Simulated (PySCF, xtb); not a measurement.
1,2-difluorocyclopenta-1,3-diene (C₅H₄F₂), SMILES C1(F)=C(F)CC=C1.

The structure is a stationary point at B3LYP-D3(BJ)/def2-SVP. Other conformers were not sampled.

Computed with C-PCM-B3LYP/def2-SVP (PySCF 2.14.0).

The values are the electrostatic part of the solvation free energy, E(continuum) − E(gas) at the gas-phase geometry, in a cavity of scaled van der Waals radii (PySCF's table); cavitation and dispersion terms are not included. In vacuum the orbital gap is 5.22 eV. The dipole moment in vacuum is 2.40 D.

Computed values in water (ε = 78.36), 1-octanol (ε = 9.86), toluene (ε = 2.37):
```csv
solvent,ε,ΔG(elec) (kcal/mol),dipole (D),gap (eV)
water,78.36,-2.8,3.02,5.32
1-octanol,9.86,-2.5,2.95,5.31
toluene,2.37,-1.5,2.73,5.27
```

For comparison, GFN2-xTB/ALPB(water) (xtb, at the GFN2-xTB geometry, all terms of that model) gives -3.9 kcal/mol.
